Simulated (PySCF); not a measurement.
Two species compared at the same levels of theory.

First species: C4H9ClSSi.
InChI=1S/C4H9ClSSi/c1-4-2-6-7(5)3-4/h4,7H,2-3H2,1H3/t4-,7+/m1/s1

Second species: C4H9ClSSi.
Atom-mapped SMILES: `[CH2:1]=[CH:2][CH2:3][CH2:4][S:5][SiH2:6][Cl:7]` (hydrogens: H8, H9 on C1; H10 on C2; H11, H12 on C3; H13, H14 on C4; H15, H16 on Si6)

Levels: B3LYP/def2-SVPD for HOMO energy, LUMO energy, HOMO–LUMO gap and static isotropic polarisability; TDDFT B3LYP/def2-SVPD for lowest singlet excitation; TDA B3LYP/def2-SVPD for lowest triplet excitation (Tamm–Dancoff). Geometries: GFN2-xTB. Each structure is a single optimised conformer of the isolated species, non-relativistic unless stated. Electronic properties by PySCF.

The conformers computed, where there is a choice (atom-mapped SMILES and torsion angles):
- `[CH2:1]=[CH:2][CH2:3][CH2:4][S:5][SiH2:6][Cl:7]`: C1–C2–C3–C4 122°, C2–C3–C4–S5 176°, C3–C4–S5–Si6 71°, C4–S5–Si6–Cl7 37°

The conformers of `C[C@@H]1CS[Si@H](Cl)C1` aren't listed.

Which of the two has the higher LUMO energy, and by how much?

The first: -0.28 eV against -0.70 eV, a difference of 0.42 eV.

Which has the higher HOMO–LUMO gap?

The first: 6.42 eV against 6.14 eV, a difference of 0.28 eV.

Which has the higher S1 energy?

The first: 5.40 eV against 5.07 eV, a difference of 0.33 eV.

Which has the higher HOMO energy?

The first: -6.70 eV against -6.84 eV, a difference of 0.14 eV.

Which of the two has the higher T1 energy, and by how much?

The first: 5.01 eV against 4.51 eV, a difference of 0.50 eV.

Which has the higher static isotropic polarisability?

The second: 109.6 au against 105.0 au, a difference of 4.6 au.

On the first: The principal polarisabilities are 88.6, 102.9 and 123.5 au; their mean is the isotropic value. The vertical singlet–triplet gap S1 − T1 is 0.39 eV (TDDFT singlet less Tamm–Dancoff triplet; S1: HOMO→LUMO, weight 0.94; T1: HOMO→LUMO, weight 0.89).

On the second: No computed singlet falls in the visible range (750 to 380 nm, 1.65 to 3.26 eV); S1 lies 1.81 eV above its blue end. The polarisability is 16.24 Å³ as a volume (1 au = 0.148185 Å³), or 1.37 au for each of the 80 electrons.
